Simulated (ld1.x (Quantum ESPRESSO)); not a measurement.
u(r) = r·R(r): atom against pseudo-atom (ruthenium)

Columns: radius, all-electron u(r) and pseudo u(r) of the 4d shell (level -5.54 eV) of ruthenium in the configuration [Ar] 3d10 4s2 4p6 4d7 5s1 5p0; PBEsol, non-relativistic, TM scheme, ld1.x (Quantum ESPRESSO) 7.5.

| r (bohr) | all-electron | pseudo |
| --- | --- | --- |
| 0.108 | 0.1823 | -0.0031 |
| 0.215 | 0.3854 | -0.0235 |
| 0.322 | 0.3342 | -0.0738 |
| 0.430 | 0.1228 | -0.1601 |
| 0.538 | -0.1309 | -0.2775 |
| 0.645 | -0.3595 | -0.4119 |
| 0.752 | -0.5411 | -0.5473 |
| 0.860 | -0.6718 | -0.6676 |
| 0.968 | -0.7551 | -0.7588 |
| 1.075 | -0.7994 | -0.8148 |
| 1.182 | -0.8152 | -0.8379 |
| 1.290 | -0.8102 | -0.8338 |
| 1.398 | -0.7908 | -0.8102 |
| 1.505 | -0.7624 | -0.7756 |
| 1.612 | -0.7283 | -0.7357 |
| 1.720 | -0.6908 | -0.6940 |
| 1.828 | -0.6520 | -0.6530 |
| 1.935 | -0.6135 | -0.6137 |
| 2.042 | -0.5758 | -0.5758 |
| 2.150 | -0.5389 | -0.5389 |
| 2.258 | -0.5037 | -0.5037 |
| 2.365 | -0.4706 | -0.4706 |
| 2.472 | -0.4393 | -0.4393 |
| 2.580 | -0.4096 | -0.4096 |
| 2.688 | -0.3817 | -0.3817 |
| 2.795 | -0.3558 | -0.3558 |

How many radial nodes do the two functions have?

The all-electron 4d function has n − l − 1 = 1; the pseudo-wave has 0, since the states of the same l below it are removed with the core.

At about which radius was the pseudo-wave matched?

2.15 bohr. The columns agree to 0.0005 from 1.94 bohr on; several derivatives are matched, so the curves merge somewhat inside the radius.

Where does each function peak?

Outermost all-electron maximum near 1.18 bohr, pseudo maximum near 1.18 bohr (to the table’s step).

Is the pseudo-wave norm-conserving?

Yes: the TM scheme keeps the norm inside the radius equal to the all-electron one, which fixes the energy derivative of the logarithmic derivative at the level.
